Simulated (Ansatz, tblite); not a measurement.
Forces on the cluster Li₅Al₃ at its r2SCAN-D4/def2-SVP geometry. The state is a singlet with charge 0.

The xTB rows come from tblite. The restricted singlet is unstable towards broken spin symmetry in Hartree–Fock (as tested in another run); at PBE-D4/def2-TZVP this wasn't settled. Another isomer (singlet) lies 0.54 eV lower at PBE0-D4/def2-TZVP; other spin states weren't run for this one.

GFN1-xTB (tblite), largest force 0.83 eV/Å:

```xyz
8
positions Å, forces eV/Å
Al    0.381    1.316    1.442    0.280    0.348    0.356
Al   -2.002    0.631    1.219   -0.585   -0.262   -0.105
Al   -0.777   -0.778   -0.585   -0.752   -0.341   -0.017
Li    1.528   -1.287   -1.891    0.093    0.380    0.402
Li    2.821    0.979    0.287   -0.312   -0.275   -0.231
Li    1.166   -1.343    1.200    0.401    0.094   -0.363
Li   -3.411   -1.114   -0.342    0.419    0.262    0.078
Li    0.295    1.596   -1.329    0.456   -0.206   -0.120
```

GFN2-xTB (tblite), largest force 0.49 eV/Å:

```
Al 0.092 0.008 -0.018
Al -0.476 -0.104 -0.014
Al 0.091 0.105 0.079
Li -0.018 0.224 0.273
Li -0.280 -0.234 -0.193
Li 0.282 0.212 -0.310
Li -0.074 0.050 0.058
Li 0.382 -0.261 0.124
```

PBE-D4/def2-TZVP (Ansatz), largest force 0.12 eV/Å:

```
Al 0.100 0.025 -0.010
Al -0.110 -0.017 0.007
Al 0.027 -0.063 -0.086
Li -0.024 0.053 0.083
Li -0.108 -0.053 -0.025
Li 0.001 0.088 -0.081
Li 0.077 0.048 0.029
Li 0.036 -0.081 0.082
```
